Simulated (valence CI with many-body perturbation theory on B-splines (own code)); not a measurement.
La⁵¹⁺: key properties

Calculated by configuration interaction combined with many-body perturbation theory (CI+MBPT): four valence electrons over a frozen Dirac-Fock core [He], a basis of 9 s, 9 p, 8 d, 6 f, 3 g, 1 h functions for each j, with the one-electron correlation potential Σ1, the two-electron term Σ2, the three-electron term Σ3, Breit, model QED; selected CI, second order for the rest, scaled by the run's own slope (own B-spline code, finite nucleus).

The last digits are not significant, and no measured levels were compared; by estimate large intervals hold to a few tenths of a per cent, small ones and those within an open d or f shell to about a per cent.

Levels are named by their leading jj configuration (3d3/2^4 stands for four electrons in 3d with j = 3/2), which in mixed levels can hold well under half, so a name can repeat and another be missing.

Rates and lifetimes use the calculated energies. Strong lines usually hold to 10 to 20 %, long lifetimes can be off by a factor of two.

What is the ground level?

(2s^2 2p1/2^2) J=0, composition 70 % 2s²2p² ³P + 30 % 2s²2p² ¹S.

Among levels below 454.78 Ry, which E1 lines absorb most strongly from the ground level?

to (2s^2 2p1/2 3d3/2) J=1 at 0.2076 nm, f = 0.835; to (2s 2p1/2^2 3p1/2) J=1 at 0.2087 nm, f = 0.641; to (2s 2p1/2^2 3p3/2) J=1 at 0.2037 nm, f = 0.363.

What are the static dipole polarisabilities of the lowest levels?

(2s^2 2p1/2^2) J=0 0.000329 bohr³, of which the core gives 7.24e-07.

What is the ionisation energy?

10137 eV; NIST lists 10136 ± 4 eV (theoretical).

Name the longest-lived excited levels whose lifetime is computed, and their main decay.

(2s^2 2p1/2 2p3/2) J=2 at 32.50 Ry lives 1.15 μs, mostly by E2 to (2s^2 2p1/2^2) J=0; (2s^2 2p1/2 2p3/2) J=1 at 31.30 Ry lives 2.00 ns, mostly by M1 to (2s^2 2p1/2^2) J=0.

Where does the other parity begin?

At (2s 2p1/2^2 2p3/2) J=2, 46.10 Ry.

How well does LS coupling describe the low levels?

Among the lowest 20 levels the leading LS term, summed over configurations, holds 66 % on average. For single configurations the figures are 66 % in LS and 99 % in jj coupling. Terms mix most in the J = 1 level at 50.85 Ry, where the leading one holds 35 %.
